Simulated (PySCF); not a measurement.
Compound: C6H8FO2 (charge -1).
Numbering: `[CH2:1]=[CH:2][C@@H:3]([CH2:4][F:5])[CH2:6][C:7](=[O:8])[O-:9]` (hydrogens: H10, H11 on C1; H12 on C2; H13 on C3; H14, H15 on C4; H16, H17 on C6)
Bond orders are those of one Lewis drawing.

Method: PBE0-D3(BJ)/def2-SVP geometry optimisation, gas phase in PySCF 2.14.0; density fitting, grid level 1; the optimiser is geomeTRIC in internal coordinates, started from a GFN2-xTB structure with every atom displaced at random (about 0.01 Å).

Step 3: E = -13140.2298 eV
```
atom  x, y, z in Å  |  force x, y, z in eV/Å
C1     -1.8518   -1.7323   -0.1289   -0.022   0.155  -0.120
C2     -0.7227   -1.0821    0.1589    0.112  -0.021   0.156
C3     -0.2814    0.2305   -0.4213   -0.050   0.012   0.010
C4     -0.5228    1.3690    0.5633   -0.065  -0.113  -0.014
F5     -1.8812    1.5940    0.7139   -0.050   0.022   0.022
C6      1.2042    0.1973   -0.8159    0.010   0.063  -0.007
C7      2.1225    0.2199    0.4509   -0.021  -0.044   0.052
O8      2.6178    1.3261    0.7377   -0.062   0.002  -0.066
O9      2.1942   -0.8634    1.0701    0.023  -0.045   0.020
H10    -2.5695   -1.3245   -0.8528   -0.005  -0.036   0.032
H11    -2.1050   -2.6872    0.3419    0.014  -0.004   0.005
H12     0.0089   -1.4882    0.8712    0.015  -0.026   0.005
H13    -0.9071    0.4533   -1.3070    0.006   0.018  -0.011
H14    -0.0481    2.2960    0.2088    0.034   0.040  -0.055
H15    -0.0979    1.1351    1.5512    0.036  -0.033   0.007
H16     1.4303    1.0787   -1.4366    0.004   0.022  -0.029
H17     1.3912   -0.7134   -1.4076    0.020  -0.011  -0.007
```

Step 4: E = -13140.2332 eV
```
atom  x, y, z in Å  |  force x, y, z in eV/Å
C1     -1.8475   -1.7206   -0.1275   -0.011   0.024  -0.019
C2     -0.7119   -1.0847    0.1660   -0.002  -0.010   0.024
C3     -0.2802    0.2262   -0.4220   -0.024   0.007   0.007
C4     -0.5220    1.3637    0.5594   -0.029  -0.020   0.021
F5     -1.8807    1.5865    0.7218    0.018  -0.002   0.002
C6      1.2036    0.1981   -0.8188    0.030  -0.003  -0.023
C7      2.1116    0.2178    0.4544   -0.027   0.004  -0.015
O8      2.5902    1.3302    0.7443    0.000   0.000   0.023
O9      2.1875   -0.8663    1.0720    0.045  -0.004   0.007
H10    -2.5652   -1.3027   -0.8440   -0.001  -0.012   0.004
H11    -2.1068   -2.6781    0.3353   -0.002  -0.003   0.010
H12     0.0207   -1.4970    0.8739    0.007  -0.006  -0.014
H13    -0.9098    0.4458   -1.3058    0.003  -0.011  -0.011
H14    -0.0500    2.2895    0.1945   -0.007   0.031  -0.008
H15    -0.0844    1.1308    1.5427    0.001   0.006   0.002
H16     1.4294    1.0814   -1.4379    0.007   0.002  -0.001
H17     1.3971   -0.7118   -1.4105   -0.009  -0.003  -0.011
```

Step 5: E = -13140.2342 eV
```
atom  x, y, z in Å  |  force x, y, z in eV/Å
C1     -1.8509   -1.7138   -0.1244    0.002  -0.035   0.037
C2     -0.7100   -1.0868    0.1683   -0.023   0.015  -0.032
C3     -0.2786    0.2230   -0.4225    0.015   0.015  -0.009
C4     -0.5256    1.3621    0.5554   -0.005   0.016   0.018
F5     -1.8851    1.5788    0.7196    0.019  -0.012  -0.003
C6      1.2066    0.1988   -0.8187    0.012   0.007   0.018
C7      2.1137    0.2158    0.4565    0.048  -0.034  -0.012
O8      2.5792    1.3298    0.7616   -0.044   0.028   0.003
O9      2.2109   -0.8753    1.0588   -0.009  -0.004  -0.015
H10    -2.5694   -1.2938   -0.8382    0.007   0.010  -0.003
H11    -2.1153   -2.6691    0.3406   -0.003  -0.005   0.003
H12     0.0231   -1.5037    0.8729    0.002  -0.006  -0.010
H13    -0.9078    0.4389   -1.3077    0.006  -0.015  -0.006
H14    -0.0602    2.2903    0.1852   -0.012   0.004   0.006
H15    -0.0845    1.1361    1.5389    0.000   0.013  -0.004
H16     1.4306    1.0856   -1.4340    0.006  -0.001   0.005
H17     1.4047   -0.7080   -1.4144   -0.020   0.004   0.004
```

Step 6: E = -13140.2362 eV
```
atom  x, y, z in Å  |  force x, y, z in eV/Å
C1     -1.8571   -1.7040   -0.1120    0.020  -0.069   0.084
C2     -0.7059   -1.0893    0.1671   -0.014   0.027  -0.065
C3     -0.2733    0.2190   -0.4269    0.057   0.028  -0.038
C4     -0.5294    1.3619    0.5450    0.023   0.071   0.011
F5     -1.8902    1.5651    0.7122   -0.010  -0.020  -0.010
C6      1.2148    0.2012   -0.8193    0.000  -0.060   0.041
C7      2.1165    0.2026    0.4611   -0.014  -0.022  -0.012
O8      2.5304    1.3258    0.8050    0.000   0.038   0.044
O9      2.2538   -0.9020    1.0299   -0.032   0.038  -0.067
H10    -2.5811   -1.2784   -0.8159    0.003   0.028  -0.012
H11    -2.1268   -2.6549    0.3600    0.006   0.001  -0.012
H12     0.0317   -1.5156    0.8610   -0.004  -0.007   0.005
H13    -0.8999    0.4293   -1.3155    0.010  -0.012   0.002
H14    -0.0786    2.2949    0.1649   -0.010  -0.046   0.024
H15    -0.0818    1.1517    1.5291    0.004   0.013  -0.017
H16     1.4377    1.0978   -1.4213    0.010  -0.013   0.019
H17     1.4208   -0.6963   -1.4268   -0.052   0.004   0.005
```

Problem. Estimate the geometry and energy of step 7. (The exact step hangs on the optimiser's Hessian estimate; all steps are aligned on step 6, rigid shifts and turns removed.)

Solution. E = -13140.2388 eV, largest force 0.097 eV/Å
```
atom  x, y, z in Å  |  force x, y, z in eV/Å
C1     -1.8554   -1.6967   -0.0962    0.010  -0.065   0.072
C2     -0.6967   -1.0889    0.1659   -0.027   0.025  -0.053
C3     -0.2688    0.2190   -0.4327    0.060   0.046  -0.024
C4     -0.5333    1.3664    0.5327    0.012   0.060   0.004
F5     -1.8959    1.5543    0.7018   -0.026  -0.006  -0.010
C6      1.2192    0.2040   -0.8204    0.024  -0.024   0.039
C7      2.1106    0.1872    0.4663   -0.005  -0.038   0.005
O8      2.4855    1.3081    0.8604   -0.008   0.037  -0.008
O9      2.2755   -0.9335    0.9932   -0.014  -0.001  -0.035
H10    -2.5870   -1.2639   -0.7880    0.002   0.018  -0.007
H11    -2.1234   -2.6468    0.3782    0.004   0.001  -0.012
H12     0.0479   -1.5215    0.8485   -0.006   0.001   0.001
H13    -0.8933    0.4229   -1.3245    0.006  -0.014   0.010
H14    -0.0961    2.3020    0.1431   -0.006  -0.045   0.019
H15    -0.0789    1.1733    1.5167    0.007   0.003  -0.018
H16     1.4453    1.1086   -1.4089    0.010  -0.005   0.007
H17     1.4265   -0.6858   -1.4384   -0.044   0.007   0.010
```

The energy changes by -0.0026 eV. The first-order estimate −F·Δx gives -0.0038 eV and the mean of the old and new forces, exact on a quadratic surface, -0.0027 eV. The step makes an angle of 82° with the force vector and moves no atom by more than 0.073 Å.

What follows is the cost of the whole optimisation. On one thread of an AMD EPYC 9R45, shared host with 96 logical CPUs at a one-minute load of 7.1, this took 94 s and 0.70 GiB of memory at its peak.
